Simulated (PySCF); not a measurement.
Electronic structure of Cd²⁺ (cadmium, charge +2) at the PBE0 level

Configuration: [Kr] 4d10, closed-shell 1S. Computed with PySCF 2.14 in def2-SVP with the def2 core potential (28 electrons) (5s3p2d1f, 31 functions), with scalar relativity through the core potential.

| Property | Result |
| --- | --- |
| Total energy | -166.7824 hartree |
| One-electron energy | -283.6523 hartree |
| Hartree (Coulomb) energy | 131.8817 hartree |
| Exchange-correlation energy | -15.0118 hartree |
| ⟨S²⟩ | 0.0000 |
| ⟨L²⟩ | 0.000 |
| Sum of ⟨r⟩ | 20.27 bohr |
| Sum of ⟨r²⟩ | 26.91 bohr² |
| Time after the integrals | 0.15 s of wall time on 1 thread of Neoverse-V2 (shared host) |

```tsv
shell	electrons	mean orbital energy (eV)	rms radius, mean of both spins (bohr)
4s	2	-132.50	0.942
4p	6	-91.696	1.03
4d	10	-32.509	1.37
```

Energies and moments cover only the electrons outside the core potential.
